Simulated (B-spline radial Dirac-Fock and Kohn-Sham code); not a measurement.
Z = 50 (tin), transition energy 22.5 keV. Method: a Dirac-Hartree-Slater potential of the neutral atom with a Latter tail (no hole, which puts coefficients of high multipoles low close above an edge), finite nucleus with surface currents. Computed with an atomic code on a B-spline grid. The K shell is not open to conversion at this energy. Subshells that would emit electrons below 1 keV are left out.

Q: A pure transition shows α(L) = 4.96, L1/L2 = 12.0 and L1/L3 = 45.8. What is its multipolarity?
A. M2
B. M1
C. M3
D. E1
E. E3
F. E4
G. E2
H. M4

A: B. For comparison, α(L), L1/L2, L1/L3 are E1 1.48, 2.42, 1.49; E2 411, 0.0136, 0.00895; E3 54000, 0.00591, 0.00399; E4 3.52e+06, 0.0112, 0.00767; M2 536, 11.9, 2.25; M3 59600, 9.30, 0.307; M4 4.38e+06, 7.28, 0.117.
